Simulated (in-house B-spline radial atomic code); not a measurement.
The lanthanum ion La²⁺: [Kr] 4d10 5s2 (5p1/2)1 (5p3/2)4 5d2 (with a hole in an inner shell)

All numbers are computed (Dirac-Kohn-Sham relativistic LDA, spherical fractional occupations; Fermi nucleus of rms radius 4.855 fm) with a radial B-spline atomic code at the basis-set limit, not measured.

Effective charges: Z_r = [3n² - l(l+1)]/(2<r>) from the radius, Z_e = n√(-2ε) from the energy, and Slater's rules. Values are occupation-weighted means over j. An effective charge above Z reflects the relativistic contraction of the inner shells.

```csv
shell,electrons,ε (eV),<r> (bohr),Z_r,Z_e,Slater
1s,2,-38496,0.02517,59.60,53.19,56.70
2s,2,-6148,0.1073,55.90,42.51,52.85
2p,6,-5534.3,0.09418,53.09,40.34,52.85
3s,2,-1328,0.2858,47.23,29.64,45.75
3p,6,-1129.6,0.2834,44.11,27.34,45.75
3d,10,-836.01,0.2603,40.33,23.52,35.85
4s,2,-280.54,0.6555,36.61,18.16,29.25
4p,6,-215.5,0.6934,33.17,15.92,29.25
4d,10,-119.55,0.7675,27.36,11.86,17.85
5s,2,-53.689,1.54,24.35,9.93,11.60
5p,5,-36.563,1.775,20.56,8.20,11.60
5d,2,-16.012,2.504,13.78,5.42,3.65
```

The least bound orbital is 5d5/2 at -15.9 eV, and it is also the most diffuse (<r> = 2.518 bohr).

For the 1s electron the small component carries 4.41 % of the norm, the zero-frequency Breit interaction raises the level by 102.6 eV, self-energy by 59.7 eV, and vacuum polarisation lowers it by 8.755 eV.
